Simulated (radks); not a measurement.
Results of a calculation; reference values are marked as such.
Ce, configuration [Xe] 4f1 5d2 6d1 (not the ground configuration).

Level of theory: scalar-relativistic Kohn-Sham, LDA (Slater exchange, Perdew-Wang correlation), spin-polarised, spherical densities, finite nucleus; open shells are filled with parallel spins first (spin-orbit coupling, left out, can overturn this in heavy ions); Fermi nuclear charge, rms radius 4.8771 fm (a radial shooting solver on a logarithmic mesh with Libxc functionals).

Energy parts (hartree):
| part | energy |
|---|---|
| total | -8853.3153 |
| kinetic | 9380.4328 |
| electron-nucleus | -21448.5107 |
| Hartree | 3417.3863 |
| exchange-correlation | -202.6238 |

Orbitals (lengths in bohr, moments of r in powers of bohr; r(max) is where P^2 peaks):
1s down: occ. 1; eigenvalue (hartree) -1478.290; <1/r> 63.28; r(max) 0.01576; <r> 0.02459; <r^2> 0.0008221
1s up: occ. 1; eigenvalue (hartree) -1478.290; <1/r> 63.28; r(max) 0.01576; <r> 0.02459; <r^2> 0.0008221
2s up: occ. 1; eigenvalue (hartree) -236.7758; <1/r> 14.59; r(max) 0.08915; <r> 0.1053; <r^2> 0.01308
2s down: occ. 1; eigenvalue (hartree) -236.7737; <1/r> 14.59; r(max) 0.08915; <r> 0.1053; <r^2> 0.01308
2p up: occ. 3; eigenvalue (hartree) -212.1861; <1/r> 13.82; r(max) 0.07169; <r> 0.09240; <r^2> 0.01042
2p down: occ. 3; eigenvalue (hartree) -212.1845; <1/r> 13.82; r(max) 0.07169; <r> 0.09240; <r^2> 0.01042
3s up: occ. 1; eigenvalue (hartree) -51.00645; <1/r> 5.292; r(max) 0.2550; <r> 0.2791; <r^2> 0.08897
3s down: occ. 1; eigenvalue (hartree) -50.99571; <1/r> 5.292; r(max) 0.2549; <r> 0.2790; <r^2> 0.08894
3p up: occ. 3; eigenvalue (hartree) -43.18291; <1/r> 5.014; r(max) 0.2495; <r> 0.2770; <r^2> 0.08893
3p down: occ. 3; eigenvalue (hartree) -43.17218; <1/r> 5.014; r(max) 0.2494; <r> 0.2770; <r^2> 0.08890
3d up: occ. 5; eigenvalue (hartree) -32.03249; <1/r> 4.758; r(max) 0.2051; <r> 0.2538; <r^2> 0.07592
3d down: occ. 5; eigenvalue (hartree) -32.02332; <1/r> 4.759; r(max) 0.2051; <r> 0.2537; <r^2> 0.07588
4s up: occ. 1; eigenvalue (hartree) -10.35288; <1/r> 2.213; r(max) 0.5931; <r> 0.6377; <r^2> 0.4589
4s down: occ. 1; eigenvalue (hartree) -10.32376; <1/r> 2.213; r(max) 0.5930; <r> 0.6376; <r^2> 0.4588
4p up: occ. 3; eigenvalue (hartree) -7.79634; <1/r> 2.041; r(max) 0.6192; <r> 0.6753; <r^2> 0.5185
4p down: occ. 3; eigenvalue (hartree) -7.76711; <1/r> 2.041; r(max) 0.6191; <r> 0.6752; <r^2> 0.5184
4d up: occ. 5; eigenvalue (hartree) -4.11434; <1/r> 1.779; r(max) 0.6523; <r> 0.7448; <r^2> 0.6435
4d down: occ. 5; eigenvalue (hartree) -4.08469; <1/r> 1.779; r(max) 0.6522; <r> 0.7446; <r^2> 0.6431
5s up: occ. 1; eigenvalue (hartree) -1.55754; <1/r> 0.8731; r(max) 1.369; <r> 1.521; <r^2> 2.601
5s down: occ. 1; eigenvalue (hartree) -1.52099; <1/r> 0.8751; r(max) 1.368; <r> 1.517; <r^2> 2.589
5p up: occ. 3; eigenvalue (hartree) -0.92246; <1/r> 0.7403; r(max) 1.547; <r> 1.771; <r^2> 3.561
5p down: occ. 3; eigenvalue (hartree) -0.88319; <1/r> 0.7429; r(max) 1.544; <r> 1.766; <r^2> 3.541
4f up: occ. 1; eigenvalue (hartree) -0.26496; <1/r> 1.204; r(max) 0.7093; <r> 1.113; <r^2> 1.658
4f down: occ. 0; eigenvalue (hartree) -0.23193; <1/r> 1.209; r(max) 0.7086; <r> 1.106; <r^2> 1.634
5d up: occ. 2; eigenvalue (hartree) -0.19043; <1/r> 0.4561; r(max) 2.206; <r> 2.859; <r^2> 9.709
5d down: occ. 0; eigenvalue (hartree) -0.14942; <1/r> 0.4487; r(max) 2.201; <r> 2.936; <r^2> 10.38
6d up: occ. 1; eigenvalue (hartree) -0.02862; <1/r> 0.1084; r(max) 10.19; <r> 11.27; <r^2> 141.9
6d down: occ. 0; eigenvalue (hartree) -0.01860; <1/r> 0.09672; r(max) 11.30; <r> 12.63; <r^2> 179.0

The highest occupied level is 6d up at -0.779 eV. The configuration is held as typed, so some empty levels lie below it. Spin moment in Bohr magnetons: 4. The electron density at the nucleus is 3.961e+05 e/bohr^3 (large components only). Summed over all electrons, <r^2> = 201.5 bohr^2, which gives a Langevin (diamagnetic) susceptibility term of -160 x 10^-6 cm^3/mol. The spin density at the nucleus is -2.478 e/bohr^3 (1s -0.016, 2s -0.218, 3s -1.227, 4s -0.065, 5s -0.952).
